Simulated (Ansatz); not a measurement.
Gas-phase electronic energies from Ansatz, PBE0-D4/def2-TZVP geometries. CCSD(T)/CBS is the MP2 limit (def2-TZVPP, def2-QZVPP) plus CCSD(T) − MP2 in def2-TZVPP, frozen cores. DFT in def2-TZVPP. HSE06 is defined as in plane-wave codes. For Br outer-core shells are correlated without core-valence functions, which leaves a few kJ/mol of doubt a bond. Scalar relativity is left out up to krypton. One conformer a species, not always the lowest.

Consider the silylene formation by 1,1-elimination: `CC[SiH2]Br` → HBr + `CC[SiH]`.

```json
{"level": "HSE06-D4", "ΔE (eV)": "3.56"}
{"level": "CAM-B3LYP-D4", "ΔE (eV)": "3.47"}
{"level": "r2SCAN", "ΔE (eV)": "3.63"}
{"level": "CCSD/def2-SVP", "ΔE (eV)": "3.20"}
{"level": "HF/def2-TZVPP", "ΔE (eV)": "3.43"}
{"level": "MP2/def2-QZVPP", "ΔE (eV)": "3.69"}
{"level": "SCS-MP2/def2-QZVPP", "ΔE (eV)": "3.57"}
{"level": "CCSD/CBS(def2)", "ΔE (eV)": "3.47"}
```

(1) What does CCSD(T)/CBS give? (An estimate is asked.)

Largest T1 diagnostic among the species: 0.012.

## Answers

(1) Computed: +3.49 eV. The listed levels differ from it by 0.07, -0.02, 0.14, -0.29, -0.06, 0.20, 0.08, -0.02 eV.

From BLYP to BHLYP (50 % exact exchange), in def2-TZVPP and without D4, ΔE moves by +0.37 eV. At CCSD(T), def2-SVP lies −0.28 eV from the extrapolated value and def2-TZVPP −0.10 eV.
